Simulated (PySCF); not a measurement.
CH7F2NSi2, SMILES CN([SiH2]F)[SiH2]F.

Geometry optimised at r2SCAN-D4/def2-SVP. This is a generated structure with no PubChem entry under its InChIKey; it may be hypothetical. The values are those of a single conformer.

The numbers are results of PBE/def2-TZVP (PySCF), not measurements.

Computed frontier levels, gap, dipole moment and polarisability:
The highest occupied level comes out as -6.63 eV and the lowest empty level is -0.51 eV. The orbital gap is 6.13 eV. The dipole moment is 0.95 D and the quadrupole, principal values (traceless, Buckingham form, about the centre of nuclear charge) is -12.66, 4.86, 7.80 D·Å. The mean static polarisability comes out as 70.0 bohr³ (10.38 Å³) and the polarisability, principal values comes out as 58.8, 72.8, 78.5 bohr³.
